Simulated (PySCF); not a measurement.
# Relaxation of singlet TeF₅⁺

These are results of PySCF, B3LYP, basis Te def2-SVP with ECP28, F def2-SVP (scalar-relativistic core potentials, no spin–orbit coupling, density fitting), not measurements. A (50,194) grid was used.

A hand-made square pyramidal start, of C4v symmetry, held to at least that symmetry:

```xyz
6
charge 1 multiplicity 1, angstrom
Te    0.0000    0.0000   -0.0279
F     0.0000    0.0000    1.9321
F     1.9172    0.0000   -0.4354
F     0.0000    1.9172   -0.4354
F    -1.9172    0.0000   -0.4354
F     0.0000   -1.9172   -0.4354
```

Optimiser trace:
```csv
step,E − E(last) (kJ/mol),largest gradient (Eh/bohr)
0,52.68,0.04955
1,0.14,0.00644
2,0.04,0.00339
3,0.00,0.00020
4,0.00,0.00007
```

It ends at C4v with Te–F 1.854 Å, Te–F 1.872 Å (×4); F–Te–F 87.5° (×4), F–Te–F 102.1° (×4), F–Te–F 155.8° (×2) (after a last refinement on a finer grid). A frequency run shows 1 imaginary mode, down to 59i cm⁻¹, so it is a saddle point.
